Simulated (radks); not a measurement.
Question: Isoelectronic series with 54 electrons, each ion in its NIST ground configuration. Method: Dirac Kohn-Sham, LDA (Slater exchange, Perdew-Wang correlation), spin-unpolarised, spherical densities, finite nucleus; open shells are shared between the two j in proportion to 2j + 1; Fermi nuclear charge, rms radius of each element as measured or else 0.836 A^(1/3) + 0.57 fm; computed with a radial shooting solver on a logarithmic mesh with Libxc functionals. Total energies (hartree) and orbital eigenvalues (eV) (* marks an orbital that is empty in some or all of the ions):

ion,configuration,E (hartree),5p3/2*,5p1/2*,5s1/2*,4d5/2
Xe,[Xe],-7444.06210,-7.9939,-9.2626,-19.9539,-58.5676
Ba2+,[Xe],-8132.1561,-30.3946,-32.5649,-46.1736,-101.0673
Ce4+,[Xe],-8855.4314,-59.2071,-62.5071,-79.0389,-152.8445
Nd6+,[Kr] 4d10 4f2 5s2 5p4,-9613.8776,-89.3925,-93.7105,-112.4089,-198.3471
Sm8+,[Kr] 4d10 4f4 5s2 5p2,-10409.6312,-123.0645,-128.5860,-149.5094,-247.9366
Gd10+,[Kr] 4d10 4f5 5s2 5p1,-11243.4835,-162.8885,-170.0444,-193.6071,-309.7831
Dy12+,[Kr] 4d10 4f6 5s2,-12115.7747,-206.7318,-215.8293,-242.1066,-377.3450
Er14+,[Kr] 4d10 4f7 5s1,-13025.9663,-255.2322,-266.6501,-295.7550,-451.8467
Yb16+,[Kr] 4d10 4f8,-13975.8848,-307.4179,-321.5744,-353.6016,-531.9805
W20+,[Kr] 4d10 4f8,-15996.4568,-433.1300,-454.6394,-493.1003,-731.8062
Os22+,[Kr] 4d10 4f8,-17068.1929,-503.1593,-529.2096,-570.9611,-842.6229
Pt24+,[Kr] 4d10 4f8,-18182.0896,-577.9349,-609.1858,-654.2812,-960.5994
Hg26+,[Kr] 4d10 4f8,-19339.0476,-657.4438,-694.6250,-743.1187,-1085.683

Estimate the row of Hf18+ ([Kr] 4d10 4f8).

Answer: E (hartree) -14965.9456; 5p3/2* -367.8704; 5p1/2* -385.4345; 5s1/2* -420.6542; 4d5/2 -628.2234.
